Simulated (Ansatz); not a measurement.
The cluster Be₃O₃⁺, relaxed as a doublet with UKS PBE0-D4/def2-SVP in Ansatz, starting from the GFN1-xTB geometry. Force threshold 0.02 eV/Å.

The structure holds 1 bond(s) between oxygen atoms. Another isomer (doublet) lies 4.15 eV lower at PBE0-D4/def2-TZVP; other spin states weren't run for this one.

Start:

```xyz
6

Be    0.068   -0.124   -0.129
Be   -1.035    1.632    1.575
Be    1.291   -1.972   -1.877
O     0.692   -1.070   -1.031
O    -0.583    0.235    1.231
O    -0.432    1.298    0.232
```

```
step  energy (eV)  largest force component (eV/Å)  SCF passes
   1   -7322.9049                           2.833          51
   2   -7323.0965                           1.565          38
   3   -7323.1881                           0.192          41
   4   -7323.1897                           0.024          42
   5   -7323.1922                           0.089          42
   6   -7323.2004                           0.059          40
   7   -7323.2014                           0.047          41
   8   -7323.2039                           0.050          41
   9   -7323.2039                           0.023          42
  10   -7323.2040                           0.007          35
```

Force components are those of the run's own axes.

End:

```xyz
6

Be    0.000   -0.153   -0.162
Be   -0.716    1.679    1.666
Be    1.394   -1.954   -1.852
O     0.726   -1.056   -1.005
O    -0.785    0.173    1.215
O    -0.619    1.311    0.139
```

By distances, no bond broke or formed. The bond that changes most is O5–O6, from 1.47 to 1.57 Å (atoms count from 1).

No frequencies were taken in this run, so the end may be a saddle point.

It took 12 s on 4 threads of Arm Neoverse V2 on a shared host.
